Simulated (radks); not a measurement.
Question: All-electron atom: neutral titanium in [Ar] 3d2 4s2. All-electron calculation, non-relativistic Kohn-Sham, r2SCAN, spin-unpolarised, spherical densities, point nucleus; meta-GGA in the generalised Kohn-Sham scheme. Program: a radial shooting solver on a logarithmic mesh with Libxc functionals. Some entries of the table are withheld. Estimate them.

orbital,occ.,eigenvalue (hartree),<1/r> (bohr^-1)
1s,2,-178.4798,21.52
2s,2,-19.78902,(1)
2p,6,-16.48495,4.432
3s,2,(2),1.379
3p,6,(3),(4)
4s,2,-0.16812,0.3602
3d,2,-0.15593,0.8692
4p,0,-0.04854,0.2839

Answer: 
(1) 2s <1/r> (bohr^-1): 4.511
(2) 3s eigenvalue (hartree): -2.35834
(3) 3p eigenvalue (hartree): -1.47322
(4) 3p <1/r> (bohr^-1): 1.255
